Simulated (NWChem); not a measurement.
System: fluoroethane (C$_{2}$H$_{5}$F); SMILES FCC

```xyz
8

C      1.1720    -0.1379     0.2634
C     -0.3217    -0.3966     0.2144
F     -0.9475     0.5971    -0.5343
H      1.6763    -0.9150     0.8495
H      1.5951    -0.1365    -0.7464
H      1.3789     0.8330     0.7254
H     -0.7608    -0.3904     1.2202
H     -0.5441    -1.3640    -0.2536
```
Atoms are numbered in this order, from 1.

Level: B3LYP/6-31G* (spherical d) (NWChem), optimised geometry, unscaled harmonic frequencies. 

**Question.** List the harmonic frequencies with IR intensities, and the thermochemistry.

**Answer.** 
```json
[
 {"frequency (cm⁻¹)": "267", "IR intensity (km/mol)": "0.6"},
 {"frequency (cm⁻¹)": "406", "IR intensity (km/mol)": "5.5"},
 {"frequency (cm⁻¹)": "820", "IR intensity (km/mol)": "0.6"},
 {"frequency (cm⁻¹)": "905", "IR intensity (km/mol)": "12.0"},
 {"frequency (cm⁻¹)": "1081", "IR intensity (km/mol)": "59.4"},
 {"frequency (cm⁻¹)": "1146", "IR intensity (km/mol)": "34.4"},
 {"frequency (cm⁻¹)": "1204", "IR intensity (km/mol)": "4.9"},
 {"frequency (cm⁻¹)": "1311", "IR intensity (km/mol)": "0.0"},
 {"frequency (cm⁻¹)": "1428", "IR intensity (km/mol)": "3.4"},
 {"frequency (cm⁻¹)": "1456", "IR intensity (km/mol)": "33.1"},
 {"frequency (cm⁻¹)": "1514", "IR intensity (km/mol)": "4.3"},
 {"frequency (cm⁻¹)": "1529", "IR intensity (km/mol)": "2.0"},
 {"frequency (cm⁻¹)": "1557", "IR intensity (km/mol)": "0.3"},
 {"frequency (cm⁻¹)": "3044", "IR intensity (km/mol)": "50.1"},
 {"frequency (cm⁻¹)": "3058", "IR intensity (km/mol)": "9.5"},
 {"frequency (cm⁻¹)": "3083", "IR intensity (km/mol)": "38.1"},
 {"frequency (cm⁻¹)": "3127", "IR intensity (km/mol)": "29.4"},
 {"frequency (cm⁻¹)": "3138", "IR intensity (km/mol)": "39.7"}
]
```

The zero-point energy is 43.0 kcal/mol, the thermal correction to the enthalpy at 298.15 K (with zero-point energy) comes out as 46.0 kcal/mol and the heat capacity Cv is 11.5 cal/(mol K). The entropy at 298.15 K and 1 atm (symmetry number 1) comes out as 62.9 cal/(mol K) and the dipole moment comes out as 1.71 D.

Rigid rotor and harmonic oscillator.
